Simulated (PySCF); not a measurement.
# Adding and removing an electron: TlBi

PBE0; basis Tl def2-SVP with ECP60, Bi def2-SVP with ECP60; scalar-relativistic core potentials; PySCF 2.14. Neutral (UKS): triplet (π ↑↑), Re = 3.081 Å, ωe = 104 cm⁻¹, De = 1.53 eV, HOMO -4.64 eV, LUMO -2.67 eV.

TlBi⁺ (UKS): quartet (σ ↑, π ↑↑), Re = 3.338 Å, ωe = 58.1 cm⁻¹. The energies at the minima are -387.16480 hartree for TlBi and -386.92870 for TlBi⁺.

(1) Work out the adiabatic ionisation energy, without and with harmonic zero-point energies (1 hartree = 27.2114 eV, 1 eV = 8065.5 cm⁻¹), and the change of the bond length.

Spin–orbit coupling is left out, which matters for elements this heavy, above all for dissociation energies. States were picked by a PBE0 search and need not be the measured ground states.

Results:

(1) At PBE0: 0.23610 hartree = 6.425 eV between the minima; the zero-point term (58.1 − 104.0)/2 cm⁻¹ = -0.003 eV makes it 6.422 eV. Re changes by +25.7 pm against the neutral. The electron leaves a σ orbital, and the longer bond of the ion fits a bonding orbital, or a change in how ionic the bond is.
